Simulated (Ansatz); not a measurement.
**CH5AlO2 (SMILES C[Al](O)O): the vertical energy of the triplet above the singlet, rung by rung**

CH5AlO2 has 9 atoms, charge 0, and is taken as a singlet. As SMILES, `C[Al](O)O`. The coordinates come from a PBE0-D4/def2-TZVP relaxation. This is one conformer, not always the lowest.

Quantity: the vertical energy of the triplet above the singlet, in eV. The values are calculated.

```tsv
level	kind	program	value (eV)	CPU time (all runs)
SVWN5/def2-SVP	LDA	Ansatz	6.24	13 s
BLYP/def2-SVP	GGA	Ansatz	6.11	28 s
B3LYP/def2-SVP	global hybrid	Ansatz	6.72	33 s
PBE0/def2-SVP	global hybrid	Ansatz	6.90	30 s
r2SCAN0/def2-SVP	hybrid meta-GGA	Ansatz	7.16	1.8 min
wB97X/def2-SVP	range-separated hybrid	Ansatz	7.61	1.8 min
B2PLYP/def2-SVP	double hybrid	Ansatz	7.41	40 s
CCSD/def2-SVP	coupled cluster or CI	Ansatz	7.50	69 s
```

The values span 6.11 to 7.61 eV. A triplet this far above the singlet is often a Rydberg-like or dissociative state; sets without diffuse functions put Rydberg states too high. CPU times are rough (shared hosts, several kinds of processor): they show what a rung costs within a factor of a few.
